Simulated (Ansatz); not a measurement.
Ansatz (a program for electronic structure) input (HF/6-31G*):

Ansatz 0.2 input:
```yaml
crystal:
  periodic: [false, false, false]
  atoms:
    - {symbol: P, position_ang: [-1.02441954, -0.43874941, -0.04980180]}
    - {symbol: P, position_ang: [1.02442164, 0.43862982, 0.05080183]}
    - {symbol: H, position_ang: [-1.52959734, 0.24569741, 1.06646196]}
    - {symbol: H, position_ang: [-1.52917390, 0.48251581, -0.98053227]}
    - {symbol: H, position_ang: [1.53389670, -0.48948432, 0.97208147]}
    - {symbol: H, position_ang: [1.52484291, -0.23693503, -1.07301154]}
basis:
  gaussian:
    orbitals: 6-31G*
hamiltonian:
  xc: {name: HF}
phonons: {temperatures: {t_min: 298.15, t_max: 298.15, t_step: 100}}
```

Problem. Which harmonic wavenumbers does it give?

Solution. 77, 487, 697, 728, 974, 1017, 1235, 1239, 2586, 2595, 2597, 2600 cm⁻¹ (unscaled; negative means imaginary).
